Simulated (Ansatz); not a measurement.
Consider the ligand exchange at the Si–F bond: `F[SiH3]` + `C[SeH]` → `C[Se][SiH3]` + H–F.

Program: Ansatz. Geometries: PBE0-D4/def2-TZVP. ΔE: electronic, gas phase. CCSD(T)/CBS is the MP2 limit (def2-TZVPP, def2-QZVPP) plus CCSD(T) − MP2 in def2-TZVPP, frozen cores. This one scheme is used for every species. Functionals use def2-TZVPP. For Se outer-core shells are correlated without core-valence functions, which leaves a few kJ/mol of doubt a bond. Scalar relativity is left out up to krypton.

```
             level  ΔE (kcal/mol)  difference from CCSD(T)/CBS
           PBE0-D4           13.4                         -1.9
           ωB97M-V           16.9                          1.6
              BLYP           19.6                          4.3
              PBE0           14.7                         -0.6
       HF/def2-SVP           20.2                          4.9
  CCSD(T)/def2-SVP           16.8                          1.5
     HF/def2-TZVPP           22.6                          7.3
SCS-MP2/def2-TZVPP           17.8                          2.5
SCS-MP2/def2-QZVPP           17.3                          2.0
     MP2/CBS(def2)           14.3                         -1.0
       CCSD(T)/CBS           15.3                            0
```

Largest T1 diagnostic among the species: 0.011.

In def2-TZVPP, CCSD(T) changes the Hartree–Fock value by −6.0 kcal/mol (the triples alone add −1.0 kcal/mol) and MP2 by −7.1 kcal/mol. Leaving LDA and LC-ωPBE aside and taking each functional with its dispersion term where it has one, the values, not all of them listed here, spread over 7.0 kcal/mol, from revPBE-D4 to CAM-B3LYP-D4. LDA lies −0.7 kcal/mol from PBE without D4.
